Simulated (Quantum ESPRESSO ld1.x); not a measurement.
Q: Hg12+, 68 electrons, occupied as [Xe] 4f14. Calculated with ld1.x of Quantum ESPRESSO 7.5: Dirac Kohn-Sham, PBE, spin-unpolarised, spherical densities, point nucleus. Some entries of the table are withheld. Estimate them.

orbital,occ.,eigenvalue (eV),<r> (bohr)
1s1/2,2,-83274.6,0.01658
2s1/2,2,-14933.2,0.06923
2p1/2,2,(1),0.05692
2p3/2,4,(2),0.06559
3s1/2,2,-3713.11,(3)
3p1/2,2,(4),(5)
3p3/2,4,(6),(7)
3d3/2,4,-2568.38,0.1621
3d5/2,6,-2475.82,0.1669
4s1/2,2,-988.249,0.3986
4p1/2,2,-872.896,0.4006
4p3/2,4,-768.345,0.4345
4d3/2,4,-580.090,0.4409
4d5/2,6,-560.534,0.4518
5s1/2,2,-327.571,0.8614
4f5/2,6,-317.688,0.4708
4f7/2,8,-313.391,0.4768
5p1/2,2,-286.895,0.9064
5p3/2,4,-264.703,0.9726
5d3/2,0,-203.220,1.096
5d5/2,0,-199.654,1.116
6s1/2,0,-159.430,1.620

A: 
(1) 2p1/2 eigenvalue (eV): -14334.2
(2) 2p3/2 eigenvalue (eV): -12386.0
(3) 3s1/2 <r> (bohr): 0.1800
(4) 3p1/2 eigenvalue (eV): -3444.08
(5) 3p1/2 <r> (bohr): 0.1704
(6) 3p3/2 eigenvalue (eV): -3012.27
(7) 3p3/2 <r> (bohr): 0.1863
